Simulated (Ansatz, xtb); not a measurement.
**Relative energy of two isomers of C4H4BrFO2**

We compare X, `O=C(O)/C(=C\F)CBr`, a singlet, with Y, `F[C@@H]1OCC=C(Br)O1`, a singlet. Both are isolated molecules in the gas phase, relaxed with B3LYP-D3(BJ)/def2-SVP; each stands in its lowest conformer found.

Problem. Which of the two would you expect CCSD(T)/def2-SVP + ΔMP2/def2-TZVPP electronic energies to favour?

Solution. Structure X; the calculation gives E(Y) − E(X) = +17.4 kcal/mol.

The same difference at several levels:

| level | geometry | E(Y) − E(X) (kcal/mol) | departure from the last row (kcal/mol) | job, with rough time for the two |
| --- | --- | --- | --- | --- |
| GFN2-xTB | GFN2-xTB | −5.3 | −22.7 | optimisation, 0.27 s |
| HF/STO-3G | GFN2-xTB | −27.9 | −45.3 | single point, 1.6 s |
| r2SCAN-D4/def2-SVP | GFN2-xTB | +17.9 | +0.5 | single point, 13 s |
| B3LYP-D3(BJ)/def2-SVP | B3LYP-D3(BJ)/def2-SVP | +19.6 | +2.2 | optimisation, 2.8 min |
| HF/def2-SVP | B3LYP-D3(BJ)/def2-SVP | +18.8 | +1.4 | part of the CCSD(T) run |
| MP2/def2-SVP | B3LYP-D3(BJ)/def2-SVP | +21.4 | +4.0 | part of the CCSD(T) run |
| CCSD(T)/def2-SVP | B3LYP-D3(BJ)/def2-SVP | +20.1 | +2.7 | single point |
| CCSD(T)/def2-SVP + ΔMP2/def2-TZVPP | B3LYP-D3(BJ)/def2-SVP | +17.4 |  | single point, 7.8 min |

As drawn, Y has 3 C–O, 1 C–H in place of 1 C=O, 1 C–C, 1 O–H. Structure X has no ring, Y a 6-membered ring.

GFN2-xTB, HF/STO-3G put the two in the other order. The largest departure from CCSD(T)/def2-SVP + ΔMP2/def2-TZVPP is that of HF/STO-3G, 45.3 kcal/mol. The last row adds to CCSD(T) the change of the MP2 difference between the two basis sets, here −2.7 kcal/mol.

With thermal terms from frequencies at re-optimised GFN2-xTB minima (ideal gas, soft modes damped towards free rotors, one conformer each, 298.15 K, 1 atm): the zero-point term adds +1.0 kcal/mol; ΔH is +17.6 and ΔG +19.6 kcal/mol.

The correlated steps freeze 16 core orbitals; the filled d shell of Br is correlated, in a basis made for valence electrons. Mirror images aren't counted in ΔG. Codes used: Ansatz 0.2.0, xtb 6.7.1; the last row on 2 threads of Arm Neoverse N1 on a shared host.
